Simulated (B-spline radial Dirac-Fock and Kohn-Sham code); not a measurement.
Satellites and hypersatellites of the K lines of Kr³⁺

System: krypton as Kr³⁺, configuration [Ar] 3d10 4s2 4p3.

These are calculated numbers from an atomic code on a B-spline grid; the model is multi-electron Dirac-Fock with separately optimised hole states, Breit and Lamb-shift corrections added in first order. Each two-hole energy is an average over J within one jj subconfiguration, not an observable level; in light atoms, where LS coupling holds, the j-resolved values are not observed lines, and for a K spectator the Kα1 hypersatellite is nearly forbidden. Correlation energy is missing from these numbers.

Lines without a spectator: Kα1 (K-L3) 12647.6 eV, Kβ1 (K-M3) 14111.1 eV. Shifts in eV with one spectator hole (a dash: not computed, or left out as unreliable):

| spectator hole | Kα1 | Kβ1 |
| --- | --- | --- |
| K (1s) | +397.0 | +493.6 |
| M4 (3d3/2) | -1.56 | – |
| M5 (3d5/2) | -0.75 | – |

Run: 37 s of CPU time on 1 thread of Intel(R) Xeon(R) Platinum 8488C (shared host), peak memory 0.43 GiB.
